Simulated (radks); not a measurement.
The numbers below are computed, except where a source is named.
N III, 5 electrons, occupied as [He] 2s2 2p1. Level of theory: Dirac Kohn-Sham, PBE, spin-unpolarised, spherical densities, finite nucleus; open shells are shared between the two j in proportion to 2j + 1; Fermi nuclear charge, rms radius 2.5582 fm (a radial shooting solver on a logarithmic mesh with Libxc functionals).

Radial electron density D(r) = 4 pi r^2 rho(r):

| r (bohr) | D(r) (e/bohr) |
|---|---|
| 0.01321 | 0.3853 |
| 0.01613 | 0.5514 |
| 0.0197 | 0.7820 |
| 0.02406 | 1.097 |
| 0.02963 | 1.537 |
| 0.03618 | 2.091 |
| 0.0442 | 2.787 |
| 0.05398 | 3.626 |
| 0.06646 | 4.618 |
| 0.08118 | 5.614 |
| 0.09915 | 6.530 |
| 0.1211 | 7.198 |
| 0.1491 | 7.434 |
| 0.1821 | 7.078 |
| 0.2224 | 6.141 |
| 0.2717 | 4.796 |
| 0.3345 | 3.342 |
| 0.4086 | 2.302 |
| 0.499 | 1.870 |
| 0.6095 | 2.022 |
| 0.7444 | 2.438 |
| 0.9166 | 2.687 |
| 1.119 | 2.461 |
| 1.367 | 1.818 |
| 1.67 | 1.055 |
| 2.056 | 0.4499 |
| 2.511 | 0.1446 |
| 3.068 | 0.03208 |
| 3.747 | 0.004567 |

D(r) has 2 maxima, at r = 0.147, 0.924 bohr, and minima at 0.519 bohr, inside which lie 2.13 electrons.
